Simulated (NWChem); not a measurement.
Species: arsine (AsH₃); SMILES [AsH3]

```xyz
4

As     0.0058    -0.0041     0.0528
H     -1.2938     0.4134    -0.6263
H      0.8276     0.9380    -0.8199
H      0.2038    -1.1631    -0.9179
```
Atoms are numbered in this order, from 1.

Level: PBE0/def2-SVP (NWChem); excitation at 532 nm, off resonance, unscaled harmonic frequencies. All runs use the structure optimised with PBE0/def2-SVP.

Problem. Give the Raman lines with relative activities.

Solution. 
```
wavenumber (cm⁻¹)  relative intensity
-----------------  ------------------
934                                11
1021                               31
2221                               76
2238                              100
```
